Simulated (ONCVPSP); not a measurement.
**Configuration tests for B (Z = 5) (ONCV)**

| Item | Value |
| --- | --- |
| Element | boron |
| Generator | ONCVPSP 4.0.1 |
| Type | optimised norm-conserving Vanderbilt (ONCV) |
| Functional | PBE |
| Relativity | scalar-relativistic |
| Frozen core | [He] |
| Valence charge | 3 |
| Reference configuration | 2s2 (charge +1) |
| Partial waves | 2s: rc 1.60 bohr, ncon 5, nbas 9, qcut 3.7 1/bohr, 2 projectors, debl 1.9 Ha; p scattering state at 0.19 Ha: rc 1.60 bohr, ncon 5, nbas 9, qcut 5.6 1/bohr, 2 projectors, debl 2.1 Ha; d scattering state at 0.16 Ha: rc 1.50 bohr, ncon 4, nbas 7, qcut 7.5 1/bohr, local |
| Local potential | the d channel |
| Core correction | none |

In the p channel the program set the typed energies aside and used 0.050, 2.150 Ha.

Energies are relative to the spin-unpolarised reference configuration 2s2; without spin polarisation the order of configurations can differ from experiment.

Question: Give the all-electron excitation energy and the error of the potential for: 2s2 2p1; 2s1; 2s2 2p0.5; 2s1 2p1.

Answer:

| valence configuration | charge | ΔE all-electron (eV) | error AE − PS (meV) |
| --- | --- | --- | --- |
| 2s2 2p1 | 0 | -8.219 | +30 |
| 2s1 | +2 | 25.422 | +18 |
| 2s2 2p0.5 | +0.5 | -5.332 | +12 |
| 2s1 2p1 | +1 | 6.141 | +21 |

Levels in the configuration 2s1:

| level | all-electron (eV) | pseudo (eV) |
| --- | --- | --- |
| 2s | -31.475 | -31.419 |
